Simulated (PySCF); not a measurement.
Simulation results for B2H3NO, CH6B2O, B2H5NO, B2H3O2 and others

All values are calculated (PySCF 2.14.0). Calculation on a computer-drawn molecule: the log of a Hartree-Fock and frozen-core CCSD(T) single point meant for a local Hartree-Fock minimum, with one planted fault or none, to be diagnosed. Offsets are logged minus clean, where the clean run is the same molecule without the fault. The reference is restricted for singlets and unrestricted otherwise, and also for a bond in bohr or an excited solution. Adding or removing an electron swaps singlet and doublet. The excited solution moves the top pair (singlet) or top alpha electron (doublet) to the lowest empty orbital. Highest occupied and lowest empty are orbital energies over both spins, largest force is the largest gradient component, triples share is (T) over the correlation energy, the T1 limit is 0.02 restricted and 0.045 unrestricted, electrons count all cores, a negative frequency is imaginary (commonest isotopes), and the dipole is about the centre of nuclear charge.

Common to all runs: meant multiplicity 1; logged SCF converged yes; possible faults no fault, one electron removed, one electron added, multiplicity raised by two, geometry at a saddle point, SCF held on an excited solution, minimal basis STO-3G, one bond length entered in bohr, all coordinates scaled.

(1) 
```xyz
7
formula=B2H3NO meant_charge=0 meant_basis=cc-pVDZ logged_electrons=27 logged_basis_functions=71 logged_spin_squared=0.7593 logged_highest_occupied=-17.85 logged_lowest_empty=-7.5433 logged_largest_force=0.18756 logged_T1_diagnostic=0.020538 logged_D1_diagnostic=0.099895 logged_triples_share=0.026392 logged_CC_converged=yes logged_dipole_magnitude=4.598 logged_SCF_stable_within_its_kind=yes logged_energy_HF=-180.18147 logged_energy_CCSD(T)=-180.6729 planted_fault=one_electron_removed HF_energy_offset_from_clean_run=209.2 CCSD(T)_energy_offset_from_clean_run=241.5
B     -1.2888    -0.6180    -2.1707
O     -0.4907     0.2102    -1.4384
B     -0.0239     0.0652    -0.1991
N      0.4210    -0.0400     0.9401
H     -1.5765    -0.2614    -3.2746
H     -1.6705    -1.6532    -1.7015
H      0.7749    -0.1263     1.8531
```

Units: logged_highest_occupied, logged_lowest_empty in eV; logged_largest_force in hartree/bohr; logged_dipole_magnitude in debye; logged_energy_HF, logged_energy_CCSD(T) in hartree; HF_energy_offset_from_clean_run, CCSD(T)_energy_offset_from_clean_run in kcal/mol.

Drawn bonds:
```
atom  other atom  order
   1           2      1
   2           3      1
   3           4      2
   1           5      1
   1           6      1
   4           7      1
```

(2) 
```xyz
10
formula=CH6B2O meant_charge=0 meant_basis=cc-pVDZ logged_electrons=30 logged_basis_functions=86 logged_spin_squared=0 logged_highest_occupied=-3.426 logged_lowest_empty=-5.6352 logged_largest_force=0.11491 logged_CC_converged=no logged_dipole_magnitude=2.0767 logged_SCF_stable_within_its_kind=no logged_energy_HF=-165.05182 planted_fault=SCF_held_on_an_excited_solution HF_energy_offset_from_clean_run=396.1
B      1.0254    -1.1036     0.7331
O     -0.0421    -0.2630     0.7767
B     -0.2639     0.8304    -0.0220
C     -1.5590     1.6976     0.1716
H      1.9063    -0.9304    -0.0656
H      1.0501    -2.0126     1.5147
H      0.5556     1.1031    -0.8625
H     -2.2222     1.3171     0.9504
H     -2.1145     1.7593    -0.7711
H     -1.2781     2.7281     0.4194
```

Units: logged_highest_occupied, logged_lowest_empty in eV; logged_largest_force in hartree/bohr; logged_dipole_magnitude in debye; logged_energy_HF in hartree; HF_energy_offset_from_clean_run in kcal/mol.

Drawn bonds:
```
atom  other atom  order
   1           2      1
   2           3      1
   3           4      1
   1           5      1
   1           6      1
   3           7      1
   4           8      1
   4           9      1
   4          10      1
```

Notes: CCSD not converged.

(3) 
```xyz
9
formula=B2H5NO meant_charge=0 meant_basis=cc-pVDZ logged_electrons=30 logged_basis_functions=81 logged_spin_squared=0 logged_highest_occupied=-11.62 logged_lowest_empty=3.4083 logged_largest_force=5.594e-06 logged_lowest_frequency=109 logged_T1_diagnostic=0.014649 logged_D1_diagnostic=0.044439 logged_triples_share=0.025133 logged_CC_converged=yes logged_dipole_magnitude=2.0075 logged_SCF_stable_within_its_kind=yes logged_energy_HF=-181.73016 logged_energy_CCSD(T)=-182.30292 planted_fault=no_fault HF_energy_offset_from_clean_run=0 CCSD(T)_energy_offset_from_clean_run=0
B     -1.3676    -0.2782    -1.3392
O     -0.0299    -0.1042    -1.3021
B      0.9185    -1.0212    -0.8796
N      2.2590    -0.6524    -0.9165
H     -2.0418     0.6324    -1.7379
H     -1.8645    -1.3151    -0.9829
H      0.5929    -2.1090    -0.4905
H      2.5585     0.2460    -1.2356
H      2.9950    -1.2597    -0.6285
```

Units: logged_highest_occupied, logged_lowest_empty in eV; logged_largest_force in hartree/bohr; logged_lowest_frequency in cm⁻¹; logged_dipole_magnitude in debye; logged_energy_HF, logged_energy_CCSD(T) in hartree; HF_energy_offset_from_clean_run, CCSD(T)_energy_offset_from_clean_run in kcal/mol.

Drawn bonds:
```
atom  other atom  order
   1           2      1
   2           3      1
   3           4      1
   1           5      1
   1           6      1
   3           7      1
   4           8      1
   4           9      1
```

(4) 
```xyz
7
formula=B2H3O2 meant_charge=-1 meant_basis=aug-cc-pVDZ logged_electrons=30 logged_basis_functions=119 logged_spin_squared=0 logged_highest_occupied=-4.9822 logged_lowest_empty=3.5819 logged_largest_force=3.58e-05 logged_lowest_frequency=103.48 logged_T1_diagnostic=0.019621 logged_D1_diagnostic=0.05619 logged_triples_share=0.03282 logged_CC_converged=yes logged_dipole_magnitude=3.4904 logged_SCF_stable_within_its_kind=yes logged_energy_HF=-200.99435 logged_energy_CCSD(T)=-201.62249 planted_fault=no_fault HF_energy_offset_from_clean_run=0 CCSD(T)_energy_offset_from_clean_run=0
B     -1.2314     1.9215    -0.1544
O     -0.3031     1.3552    -0.9063
B      0.2241    -0.0235    -0.7455
O      0.3320    -0.6315     0.3575
H     -1.8914     1.3162     0.6588
H     -1.4633     3.1112    -0.3132
H      0.5473    -0.4327    -1.8662
```

Units: logged_highest_occupied, logged_lowest_empty in eV; logged_largest_force in hartree/bohr; logged_lowest_frequency in cm⁻¹; logged_dipole_magnitude in debye; logged_energy_HF, logged_energy_CCSD(T) in hartree; HF_energy_offset_from_clean_run, CCSD(T)_energy_offset_from_clean_run in kcal/mol.

Drawn bonds:
```
atom  other atom  order
   1           2      1
   2           3      1
   3           4      1
   1           5      1
   1           6      1
   3           7      1
```

(5) 
```xyz
6
formula=B2FH2O meant_charge=1 meant_basis=cc-pVDZ logged_electrons=28 logged_basis_functions=66 logged_spin_squared=0 logged_highest_occupied=-11.75 logged_lowest_empty=-12.372 logged_largest_force=0.18605 logged_CC_converged=no logged_dipole_magnitude=2.824 logged_SCF_stable_within_its_kind=no logged_energy_HF=-224.04838 planted_fault=SCF_held_on_an_excited_solution HF_energy_offset_from_clean_run=385.1
B     -0.5805    -1.0229     0.9414
O     -2.0384    -1.1656     1.0284
B     -3.2498    -1.2845     1.1009
F     -4.4816    -1.4054     1.1745
H      0.0159    -1.9903     1.2566
H     -0.2237     0.0377     0.5693
```

Units: logged_highest_occupied, logged_lowest_empty in eV; logged_largest_force in hartree/bohr; logged_dipole_magnitude in debye; logged_energy_HF in hartree; HF_energy_offset_from_clean_run in kcal/mol.

Drawn bonds:
```
atom  other atom  order
   1           2      1
   2           3      1
   3           4      1
   1           5      1
   1           6      1
```

Notes: CCSD not converged.

(6) 
```xyz
8
formula=AlB2H4O meant_charge=1 meant_basis=cc-pV(D+d)Z logged_electrons=34 logged_basis_functions=85 logged_spin_squared=0 logged_highest_occupied=-17.22 logged_lowest_empty=-4.4585 logged_largest_force=0.13036 logged_T1_diagnostic=0.013472 logged_D1_diagnostic=0.038306 logged_triples_share=0.023275 logged_CC_converged=yes logged_dipole_magnitude=0.88587 logged_SCF_stable_within_its_kind=yes logged_energy_HF=-368.24701 logged_energy_CCSD(T)=-368.66914 planted_fault=all_coordinates_scaled,by_-6.7_% HF_energy_offset_from_clean_run=23.37 CCSD(T)_energy_offset_from_clean_run=28.2
B     -1.7730     1.6891     0.7557
O     -0.4842     1.5583     0.4133
B      0.6212     1.4455     0.1197
Al     2.6318     1.2395    -0.4139
H     -2.2749     0.7574     1.0670
H     -2.1780     2.7127     0.6852
H      2.7702     0.9564    -1.8281
H      3.4976     1.4196     0.7339
```

Units: logged_highest_occupied, logged_lowest_empty in eV; logged_largest_force in hartree/bohr; logged_dipole_magnitude in debye; logged_energy_HF, logged_energy_CCSD(T) in hartree; HF_energy_offset_from_clean_run, CCSD(T)_energy_offset_from_clean_run in kcal/mol.

Drawn bonds:
```
atom  other atom  order
   1           2      1
   2           3      1
   3           4      1
   1           5      1
   1           6      1
   4           7      1
   4           8      1
```

(7) 
```xyz
8
formula=CH4AlBO meant_charge=0 meant_basis=cc-pV(D+d)Z logged_electrons=37 logged_basis_functions=85 logged_spin_squared=0.8291 logged_highest_occupied=0.14779 logged_lowest_empty=6.4224 logged_largest_force=0.020001 logged_T1_diagnostic=0.028204 logged_D1_diagnostic=0.11793 logged_triples_share=0.029369 logged_CC_converged=yes logged_dipole_magnitude=7.2909 logged_SCF_stable_within_its_kind=yes logged_energy_HF=-381.63132 logged_energy_CCSD(T)=-382.15732 planted_fault=one_electron_added HF_energy_offset_from_clean_run=14.88 CCSD(T)_energy_offset_from_clean_run=8.597
B     -3.1637     0.2925     1.5094
O     -2.3548     0.5788     0.4790
C     -2.5746     1.6514    -0.4729
Al    -0.6194     2.2119    -0.4961
H     -4.1663     0.9337     1.6996
H     -2.8432    -0.6131     2.2302
H     -3.3270     2.3446    -0.0820
H     -2.9784     1.2062    -1.3880
```

Units: logged_highest_occupied, logged_lowest_empty in eV; logged_largest_force in hartree/bohr; logged_dipole_magnitude in debye; logged_energy_HF, logged_energy_CCSD(T) in hartree; HF_energy_offset_from_clean_run, CCSD(T)_energy_offset_from_clean_run in kcal/mol.

Drawn bonds:
```
atom  other atom  order
   1           2      1
   2           3      1
   3           4      1
   1           5      1
   1           6      1
   3           7      1
   3           8      1
```

Notes: highest electron not bound in this basis.

(8) 
```xyz
8
formula=CH4AlBO meant_charge=0 meant_basis=cc-pV(D+d)Z logged_electrons=36 logged_basis_functions=28 logged_spin_squared=0 logged_highest_occupied=-4.5508 logged_lowest_empty=8.9498 logged_largest_force=0.026802 logged_T1_diagnostic=0.020807 logged_D1_diagnostic=0.087679 logged_triples_share=0.024206 logged_CC_converged=yes logged_dipole_magnitude=3.2196 logged_SCF_stable_within_its_kind=yes logged_energy_HF=-376.95353 logged_energy_CCSD(T)=-377.16628 planted_fault=minimal_basis_STO-3G HF_energy_offset_from_clean_run=2950 CCSD(T)_energy_offset_from_clean_run=3141
B     -3.1637     0.2925     1.5094
O     -2.3548     0.5788     0.4790
C     -2.5746     1.6514    -0.4729
Al    -0.6194     2.2119    -0.4961
H     -4.1663     0.9337     1.6996
H     -2.8432    -0.6131     2.2302
H     -3.3270     2.3446    -0.0820
H     -2.9784     1.2062    -1.3880
```

Units: logged_highest_occupied, logged_lowest_empty in eV; logged_largest_force in hartree/bohr; logged_dipole_magnitude in debye; logged_energy_HF, logged_energy_CCSD(T) in hartree; HF_energy_offset_from_clean_run, CCSD(T)_energy_offset_from_clean_run in kcal/mol.

Drawn bonds:
```
atom  other atom  order
   1           2      1
   2           3      1
   3           4      1
   1           5      1
   1           6      1
   3           7      1
   3           8      1
```

Notes: T1 above single-reference limit.
